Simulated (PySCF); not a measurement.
germylmethylgermane (CH8Ge2), SMILES [GeH3][CH2][GeH3].

The structure is a stationary point at TPSSh-D3(BJ)/def2-SVP.

Two levels are set side by side: TDDFT-PBE/def2-SVPD (PySCF) and TDDFT-ωB97X/def2-SVPD (PySCF). Vertical, same geometry. The lowest singlet is HOMO→LUMO 98 % with PBE and HOMO→LUMO 72 %, HOMO→LUMO+1 23 % with the other functional; states are paired by order. Differences are taken from unrounded values.

```csv
quantity,TDDFT-PBE
lowest singlet excitation (eV),6.84
lowest triplet excitation (TDA) (eV),6.58
first bright state (f over 0.05) (eV),7.33
its oscillator strength,0.29
```

Task: These are the TDDFT-PBE values. What does TDDFT-ωB97X give? (The exact figures need the calculation; the answer reports its results.)

Result: 
```tsv
quantity	TDDFT-ωB97X	TDDFT-PBE minus TDDFT-ωB97X
lowest singlet excitation (eV)	8.02	-1.18
lowest triplet excitation (TDA) (eV)	7.63	-1.05
first bright state (f over 0.05) (eV)	8.56	-1.23
its oscillator strength	0.39	-0.10
```

A lower first singlet is the usual sign of a functional without exact exchange. Differences between two approximate levels are no errors against the true value.

Rough cost on one machine, each run with all the roots and properties that it gave: TDDFT-ωB97X against TDDFT-PBE about 10 times.
